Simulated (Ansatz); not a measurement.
Calculated with Ansatz (gas phase, PBE0-D4/def2-TZVP geometries, no zero-point term in ΔE). CCSD(T)/CBS adds triple-zeta CCSD(T) − MP2 to the extrapolated MP2 energy (def2 sets, frozen cores). This one scheme is used for every species. DFT in def2-TZVPP. HSE06 is defined as in plane-wave codes. For Ga outer-core shells are correlated without core-valence functions, which leaves a few kJ/mol of doubt a bond. Scalar relativity is left out up to krypton. Each species was taken in one conformer, which may not be the lowest.

Consider the cleavage of the Ga–Ga bond: `[GaH2][GaH2]` + `N#CO` → `N#C[O][GaH2]` + `[GaH3]`.

CCSD(T)/CBS gives -0.64 eV.

Q: Another level gave -0.67 eV. Which?
A. HF/def2-TZVPP
B. r2SCAN0-D4/def2-TZVPP
C. HSE06-D4/def2-TZVPP
D. CAM-B3LYP/def2-TZVPP

A: B. r2SCAN0-D4 -0.67, HSE06-D4 -0.58, CAM-B3LYP -0.75, HF/def2-TZVPP -0.85 eV.

Largest T1 diagnostic among the species: 0.015.

Leaving LDA and LC-ωPBE aside and taking each functional with its dispersion term where it has one, the values, not all of them listed here, spread over 0.23 eV, from B97M-V to PBE-D4. In def2-TZVPP, CCSD(T) changes the Hartree–Fock value by +0.15 eV (the triples alone add −0.00 eV) and MP2 by +0.07 eV.
